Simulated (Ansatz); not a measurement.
**Molecular dynamics of CH8OSi2**

input.yaml

```yaml
crystal:
  periodic: [false, false, false]
  atoms:
    - { symbol: Si, position_ang: [-1.0557, -0.7575, 0.3441] }
    - { symbol: Si, position_ang: [-0.2529, 1.6712, -0.0571] }
    - { symbol: O, position_ang: [-0.1925, -1.5329, -0.7559] }
    - { symbol: C, position_ang: [0.9987, -1.1133, -0.341] }
    - { symbol: H, position_ang: [0.9861, 0.2675, -0.2301] }
    - { symbol: H, position_ang: [-0.7015, -1.1937, 1.7005] }
    - { symbol: H, position_ang: [-2.4117, -1.2258, 0.0799] }
    - { symbol: H, position_ang: [0.582, 2.1475, 1.0546] }
    - { symbol: H, position_ang: [0.4039, 2.0316, -1.3248] }
    - { symbol: H, position_ang: [-1.456, 2.5134, -0.029] }
    - { symbol: H, position_ang: [1.7756, -1.3457, -1.077] }
    - { symbol: H, position_ang: [1.3239, -1.4623, 0.6357] }
magnetization:
  spin_polarized: true
basis:
  gaussian: { orbitals: STO-3G }
hamiltonian:
  xc: b3lyp
md:
  timestep: 0.5
  n_steps: 150
  ensemble: nve
  temperature: 300.0
  initial_velocities: maxwell_boltzmann
  seed: 460661
```

Run as:

```bash
$ ansatz run input.yaml --threads 1 --pin off --max-ram 2048MiB --backend cpu --events-out ev --progress --plain --runs-dir out
```

It starts from a rough guess of a transition structure, not a stationary point.

Output, in part (one step line in 3, the closing report, with atoms numbered from 0):

```
md step     0: t =     0.00 fs  T =   300.0 K  F+E_penalty+E_count = -18743.32100181 eV  E_kin = 0.387780 eV  conserved = -18742.93322181 eV  (23 SCF iters)
md step     3: t =     1.50 fs  T =   626.7 K  F+E_penalty+E_count = -18743.74502534 eV  E_kin = 0.810120 eV  conserved = -18742.93490563 eV  (27 SCF iters)
md step     6: t =     3.00 fs  T =  1145.7 K  F+E_penalty+E_count = -18744.42620022 eV  E_kin = 1.480967 eV  conserved = -18742.94523274 eV  (25 SCF iters)
md step     9: t =     4.50 fs  T =  1068.8 K  F+E_penalty+E_count = -18744.31972206 eV  E_kin = 1.381575 eV  conserved = -18742.93814724 eV  (26 SCF iters)
md step    12: t =     6.00 fs  T =  1398.5 K  F+E_penalty+E_count = -18744.74814187 eV  E_kin = 1.807660 eV  conserved = -18742.94048231 eV  (26 SCF iters)
md step    15: t =     7.50 fs  T =  1942.4 K  F+E_penalty+E_count = -18745.45823554 eV  E_kin = 2.510782 eV  conserved = -18742.94745329 eV  (26 SCF iters)
md step    18: t =     9.00 fs  T =  1673.6 K  F+E_penalty+E_count = -18745.09857277 eV  E_kin = 2.163307 eV  conserved = -18742.93526532 eV  (27 SCF iters)
md step    21: t =    10.50 fs  T =  1549.0 K  F+E_penalty+E_count = -18744.93646116 eV  E_kin = 2.002185 eV  conserved = -18742.93427657 eV  (27 SCF iters)
md step    24: t =    12.00 fs  T =  1762.7 K  F+E_penalty+E_count = -18745.21460146 eV  E_kin = 2.278503 eV  conserved = -18742.93609844 eV  (27 SCF iters)
md step    27: t =    13.50 fs  T =  2071.0 K  F+E_penalty+E_count = -18745.62163702 eV  E_kin = 2.676967 eV  conserved = -18742.94467037 eV  (28 SCF iters)
md step    30: t =    15.00 fs  T =  1750.0 K  F+E_penalty+E_count = -18745.20442788 eV  E_kin = 2.262021 eV  conserved = -18742.94240704 eV  (27 SCF iters)
md step    33: t =    16.50 fs  T =  1602.4 K  F+E_penalty+E_count = -18745.00630521 eV  E_kin = 2.071305 eV  conserved = -18742.93500040 eV  (29 SCF iters)
md step    36: t =    18.00 fs  T =  1979.2 K  F+E_penalty+E_count = -18745.50630120 eV  E_kin = 2.558325 eV  conserved = -18742.94797668 eV  (29 SCF iters)
md step    39: t =    19.50 fs  T =  1615.3 K  F+E_penalty+E_count = -18745.02388877 eV  E_kin = 2.087953 eV  conserved = -18742.93593614 eV  (29 SCF iters)
md step    42: t =    21.00 fs  T =  1355.1 K  F+E_penalty+E_count = -18744.68624730 eV  E_kin = 1.751550 eV  conserved = -18742.93469762 eV  (28 SCF iters)
md step    45: t =    22.50 fs  T =  1423.8 K  F+E_penalty+E_count = -18744.77548504 eV  E_kin = 1.840400 eV  conserved = -18742.93508475 eV  (29 SCF iters)
md step    48: t =    24.00 fs  T =  1700.7 K  F+E_penalty+E_count = -18745.14184687 eV  E_kin = 2.198321 eV  conserved = -18742.94352630 eV  (28 SCF iters)
md step    51: t =    25.50 fs  T =  1477.3 K  F+E_penalty+E_count = -18744.85187115 eV  E_kin = 1.909496 eV  conserved = -18742.94237520 eV  (27 SCF iters)
md step    54: t =    27.00 fs  T =  1306.8 K  F+E_penalty+E_count = -18744.62501698 eV  E_kin = 1.689228 eV  conserved = -18742.93578873 eV  (26 SCF iters)
md step    57: t =    28.50 fs  T =  1547.0 K  F+E_penalty+E_count = -18744.94434773 eV  E_kin = 1.999666 eV  conserved = -18742.94468198 eV  (26 SCF iters)
md step    60: t =    30.00 fs  T =  1328.6 K  F+E_penalty+E_count = -18744.65399516 eV  E_kin = 1.717396 eV  conserved = -18742.93659884 eV  (26 SCF iters)
md step    63: t =    31.50 fs  T =  1188.3 K  F+E_penalty+E_count = -18744.47256307 eV  E_kin = 1.536051 eV  conserved = -18742.93651208 eV  (26 SCF iters)
md step    66: t =    33.00 fs  T =  1216.4 K  F+E_penalty+E_count = -18744.50646128 eV  E_kin = 1.572352 eV  conserved = -18742.93410907 eV  (26 SCF iters)
md step    69: t =    34.50 fs  T =  1569.5 K  F+E_penalty+E_count = -18744.96716414 eV  E_kin = 2.028673 eV  conserved = -18742.93849107 eV  (26 SCF iters)
md step    72: t =    36.00 fs  T =  1807.8 K  F+E_penalty+E_count = -18745.28346048 eV  E_kin = 2.336730 eV  conserved = -18742.94673044 eV  (26 SCF iters)
md step    75: t =    37.50 fs  T =  1634.1 K  F+E_penalty+E_count = -18745.04514890 eV  E_kin = 2.112260 eV  conserved = -18742.93288905 eV  (25 SCF iters)
md step    78: t =    39.00 fs  T =  1840.4 K  F+E_penalty+E_count = -18745.32391035 eV  E_kin = 2.378963 eV  conserved = -18742.94494704 eV  (25 SCF iters)
md step    81: t =    40.50 fs  T =  1739.7 K  F+E_penalty+E_count = -18745.18848492 eV  E_kin = 2.248782 eV  conserved = -18742.93970339 eV  (26 SCF iters)
md step    84: t =    42.00 fs  T =  1474.8 K  F+E_penalty+E_count = -18744.84455697 eV  E_kin = 1.906288 eV  conserved = -18742.93826848 eV  (26 SCF iters)
md step    87: t =    43.50 fs  T =  1229.2 K  F+E_penalty+E_count = -18744.52317141 eV  E_kin = 1.588827 eV  conserved = -18742.93434448 eV  (26 SCF iters)
md step    90: t =    45.00 fs  T =  1315.5 K  F+E_penalty+E_count = -18744.63766088 eV  E_kin = 1.700427 eV  conserved = -18742.93723362 eV  (26 SCF iters)
md step    93: t =    46.50 fs  T =  1447.4 K  F+E_penalty+E_count = -18744.81576426 eV  E_kin = 1.870936 eV  conserved = -18742.94482785 eV  (26 SCF iters)
md step    96: t =    48.00 fs  T =  1289.2 K  F+E_penalty+E_count = -18744.60106170 eV  E_kin = 1.666366 eV  conserved = -18742.93469539 eV  (25 SCF iters)
md step    99: t =    49.50 fs  T =  1455.6 K  F+E_penalty+E_count = -18744.82382077 eV  E_kin = 1.881508 eV  conserved = -18742.94231298 eV  (25 SCF iters)
md step   102: t =    51.00 fs  T =  1527.8 K  F+E_penalty+E_count = -18744.91685541 eV  E_kin = 1.974891 eV  conserved = -18742.94196399 eV  (26 SCF iters)
md step   105: t =    52.50 fs  T =  1304.2 K  F+E_penalty+E_count = -18744.62606602 eV  E_kin = 1.685816 eV  conserved = -18742.94024995 eV  (26 SCF iters)
md step   108: t =    54.00 fs  T =   909.7 K  F+E_penalty+E_count = -18744.10976406 eV  E_kin = 1.175866 eV  conserved = -18742.93389822 eV  (26 SCF iters)
md step   111: t =    55.50 fs  T =   887.8 K  F+E_penalty+E_count = -18744.08253748 eV  E_kin = 1.147525 eV  conserved = -18742.93501286 eV  (26 SCF iters)
md step   114: t =    57.00 fs  T =  1128.9 K  F+E_penalty+E_count = -18744.40204609 eV  E_kin = 1.459262 eV  conserved = -18742.94278412 eV  (26 SCF iters)
md step   117: t =    58.50 fs  T =  1104.4 K  F+E_penalty+E_count = -18744.36598065 eV  E_kin = 1.427581 eV  conserved = -18742.93839940 eV  (26 SCF iters)
md step   120: t =    60.00 fs  T =  1137.1 K  F+E_penalty+E_count = -18744.40850461 eV  E_kin = 1.469769 eV  conserved = -18742.93873595 eV  (25 SCF iters)
md step   123: t =    61.50 fs  T =  1356.3 K  F+E_penalty+E_count = -18744.69489166 eV  E_kin = 1.753216 eV  conserved = -18742.94167579 eV  (26 SCF iters)
md step   126: t =    63.00 fs  T =  1352.7 K  F+E_penalty+E_count = -18744.69079709 eV  E_kin = 1.748439 eV  conserved = -18742.94235830 eV  (26 SCF iters)
md step   129: t =    64.50 fs  T =  1004.4 K  F+E_penalty+E_count = -18744.23276966 eV  E_kin = 1.298281 eV  conserved = -18742.93448886 eV  (27 SCF iters)
md step   132: t =    66.00 fs  T =   955.3 K  F+E_penalty+E_count = -18744.16940791 eV  E_kin = 1.234773 eV  conserved = -18742.93463521 eV  (27 SCF iters)
md step   135: t =    67.50 fs  T =  1207.4 K  F+E_penalty+E_count = -18744.50228739 eV  E_kin = 1.560732 eV  conserved = -18742.94155567 eV  (26 SCF iters)
md step   138: t =    69.00 fs  T =  1254.2 K  F+E_penalty+E_count = -18744.56233707 eV  E_kin = 1.621203 eV  conserved = -18742.94113426 eV  (27 SCF iters)
md step   141: t =    70.50 fs  T =  1136.1 K  F+E_penalty+E_count = -18744.40541153 eV  E_kin = 1.468569 eV  conserved = -18742.93684261 eV  (28 SCF iters)
md step   144: t =    72.00 fs  T =  1354.4 K  F+E_penalty+E_count = -18744.69074547 eV  E_kin = 1.750725 eV  conserved = -18742.94002017 eV  (29 SCF iters)
md step   147: t =    73.50 fs  T =  1583.4 K  F+E_penalty+E_count = -18744.98987723 eV  E_kin = 2.046721 eV  conserved = -18742.94315625 eV  (27 SCF iters)
md step   150: t =    75.00 fs  T =  1415.9 K  F+E_penalty+E_count = -18744.76537090 eV  E_kin = 1.830208 eV  conserved = -18742.93516282 eV  (24 SCF iters)
Total energy: -18744.76558957 eV, -688.8574297581 hartree
Atom 0 at    -0.954275    -0.497674     0.276468 Å, force     2.289610     0.753214    -1.401544 eV/Å
Atom 1 at    -0.735838     1.933177     0.114282 Å, force    -0.249315    -1.704751    -0.127553 eV/Å
Atom 2 at     0.198202    -1.332283    -0.813988 Å, force     1.711441    -0.869038     0.297152 eV/Å
Atom 3 at     1.416148    -2.273441    -0.459071 Å, force    -1.017105     0.632208     0.275766 eV/Å
Atom 4 at     2.350873    -1.980577    -1.193275 Å, force    -2.509309    -0.633741     2.087520 eV/Å
Atom 5 at    -0.848757    -0.883133     1.634839 Å, force     0.047261    -0.366573     0.970839 eV/Å
Atom 6 at    -2.170308    -1.059127    -0.263831 Å, force    -0.411333     0.393663     0.077309 eV/Å
Atom 7 at     0.478248     2.539099     0.674543 Å, force    -0.374504    -0.455204    -0.171556 eV/Å
Atom 8 at    -0.792312     2.252742    -1.303690 Å, force     0.036413     0.133856     0.257068 eV/Å
Atom 9 at    -1.869946     2.573496     0.764619 Å, force     0.167277    -0.119356    -0.108804 eV/Å
Atom 10 at     1.032934    -3.378259    -0.785759 Å, force     1.260448     2.552444     1.176721 eV/Å
Atom 11 at     1.775916    -2.230605     0.720547 Å, force    -0.950884    -0.316719    -3.332919 eV/Å
Dipole moment:     0.045211    -0.006012     0.232523 e Å
```

All steps were run. The conserved energy stayed within 1.6 meV per atom of its start (net change -0.16 meV per atom), so the integration is sound. The system heated up, since it started high on the potential surface and ran downhill. A run of 0.075 ps of so small a system gives no equilibrium averages. The orbitals stay closed-shell, which can raise the energy where a bond breaks towards radicals; this wasn't checked here. Limits of this set-up: minimal basis.

The step under study would form Si2–H5, Si1–C4 and break Si1–Si2, C4–H5. These pairs go: Si2–H5 1.88 → 5.15 Å, Si1–C4 2.19 → 3.05 Å, Si1–Si2 2.59 → 2.45 Å, C4–H5 1.39 → 1.22 Å. In the last frame they stand as before the step (other bonds may differ from the relaxed reactants and products). It ends as one piece, CH8OSi2. Pairs count as bonded within 1.25 times the sum of covalent radii (0.12 Å more for H–H).

Last frame:

```xyz
12
Properties=species:S:1:pos:R:3
Si -0.954 -0.498 0.277
Si -0.736 1.933 0.114
O 0.198 -1.332 -0.814
C 1.416 -2.273 -0.459
H 2.351 -1.981 -1.193
H -0.849 -0.883 1.635
H -2.170 -1.059 -0.264
H 0.478 2.539 0.674
H -0.792 2.253 -1.304
H -1.870 2.574 0.765
H 1.033 -3.378 -0.786
H 1.776 -2.231 0.721
```

The run took 6.8 min on 1 thread of Arm Neoverse V2, on a shared host, peak memory 0.13 GiB.
